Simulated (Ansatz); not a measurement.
Input for Ansatz (development build ahead of 0.2.0):

```yaml
crystal:
  periodic: [false, false, false]
  atoms:
    - { symbol: Mg, position_ang: [0.0, 0.0, 0.0] }
basis:
  gaussian: { orbitals: cc-pVTZ }
hamiltonian:
  xc: hf
correlation:
  method: mp2
  frozen_orbitals: { Mg: 1 }
```

The input is written out in the form of the current development build from the run's settings.

Output:

```json
{
 "Converged": "yes",
 "Reference energy": "-199.61335 hartree",
 "Correlation energy": "-0.04192 hartree",
 "Total energy": "-199.65527 hartree",
 "Spin squared of the determinant": "0.000"
}
```
